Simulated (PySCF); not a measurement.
Si(OSiH3)(Me)2(Cl) (C2H9ClOSi2), SMILES C[Si](O[SiH3])(Cl)C. Atoms are numbered in the order given.

```xyz
15

C     -1.5165    -1.7763    -0.0966
Si    -0.7498    -0.0714    -0.1422
C     -1.8660     1.2411    -0.8650
Cl    -0.2574     0.4787     1.8286
O      0.6763    -0.1173    -1.0152
Si     2.3280    -0.0685    -0.7113
H     -2.4601    -1.7698     0.4849
H     -0.8243    -2.5029     0.3732
H     -1.7407    -2.1230    -1.1262
H     -1.3742     2.2332    -0.8291
H     -2.0983     1.0047    -1.9236
H     -2.8186     1.3030    -0.3018
H      2.7334     1.2712    -0.1624
H      3.0206    -0.3007    -2.0222
H      2.7280    -1.1451     0.2608
```

The structure is a stationary point at PBE-D3(BJ)/def2-SVP. The values are those of a single conformer.

Two levels are set side by side: PBE/pcSseg-1 (PySCF) and KT2/pcSseg-1 (PySCF). GIAO shifts against H2O (¹⁷O), HCl (³⁵Cl), TMS (²⁹Si), TMS (¹H), TMS (¹³C) at the same level; non-relativistic, no solvent, atoms listed together averaged. Without spin–orbit terms, shifts of atoms bonded to Cl or Br come out too high at both levels. Differences are taken from unrounded values.

```json
[
 {"quantity": "δ(¹³C) of C1, C3 (ppm)", "KT2": "8.6", "PBE": "8.6", "PBE minus KT2": "0.0"},
 {"quantity": "δ(²⁹Si) of Si2 (ppm)", "KT2": "32.2", "PBE": "31.8", "PBE minus KT2": "-0.4"},
 {"quantity": "δ(³⁵Cl) of Cl4 (ppm)", "KT2": "88.1", "PBE": "86.0", "PBE minus KT2": "-2.1"},
 {"quantity": "δ(¹⁷O) of O5 (ppm)", "KT2": "64.4", "PBE": "69.0", "PBE minus KT2": "4.6"},
 {"quantity": "δ(²⁹Si) of Si6 (ppm)", "KT2": "-33.4", "PBE": "-36.7", "PBE minus KT2": "-3.3"}
]
```

Rough cost on one machine, each run with all the roots and properties that it gave: KT2 against PBE within a factor of 2.
